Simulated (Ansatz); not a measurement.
System: BH$_{2}$Se$_{2}$, charge 0, doublet. BH2Se2 (SMILES [SeH][B][SeH], doublet).
B3LYP-D3(BJ)/def2-TZVP minimum from Ansatz (an electronic-structure program):
```
B
Se 1 1.8991
H 2 1.4867 1 99.82
Se 1 1.9051 2 133.19 3 0.00
H 4 1.4753 1 96.44 2 180.00
```
Charge 0, spin multiplicity 2.

Atomisation energy term by term, kcal/mol (programs: Ansatz). Radicals and triplets start from unrestricted determinants; spin-orbit coupling is neglected. Correlated methods leave the cores frozen (noble-gas shells, and filled d and f shells in the p block). No relativity. CBS(X,Y): correlation extrapolated as X^-3, Hartree-Fock from the larger set. A bracket is a step between two methods taken in the basis named. Where a partner has so few electrons that a lower coupled-cluster level is exact, that level stands in.

```csv
term,basis,kcal/mol
Hartree-Fock,cc-pVQZ,215.57
CCSD correlation,"CBS(cc-pVTZ,cc-pVQZ)",86.40
(T),"CBS(cc-pVTZ,cc-pVQZ)",8.44
CCSDT(Q) - CCSD(T),cc-pVDZ,0.71
sum: De,,311.1
```
